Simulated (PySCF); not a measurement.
Constitutional and geometric isomers with formula CH7B2N. Gas-phase values, no solvent. One relaxed conformer stands for each flexible species; it need not be the lowest. Strings in code marks are SMILES.

Method: PySCF with PBE-D3(BJ)/def2-TZVP // B3LYP-D3(BJ)/def2-TZVP. All candidates: neutral, multiplicity 1. Delta-SCF ions had no search for a lower state. Excitations are Tamm–Dancoff values on a coarser integration grid. The basis has no diffuse functions, so Rydberg states are missing or too high.

| Property | Value |
|---|---|
| LUMO | -2.70 eV |
| S1 excitation (TDA) | 3.30 eV |
| vertical ionisation energy (Delta-SCF) | 9.24 eV |

**Question.** Say which member has these values.
A. `CBBN` (C–B–B–N torsion 93°)
B. `BCNB`
C. `BC(B)N`
D. `BCBN`

**Answer.** C, `BC(B)N`. The others give `BCBN`: -2.17 eV, 5.24 eV, 10.08 eV; `BCNB`: -2.68 eV, 4.00 eV, 9.83 eV; `CBBN` (C–B–B–N torsion 93°): -1.96 eV, 4.44 eV, 9.36 eV
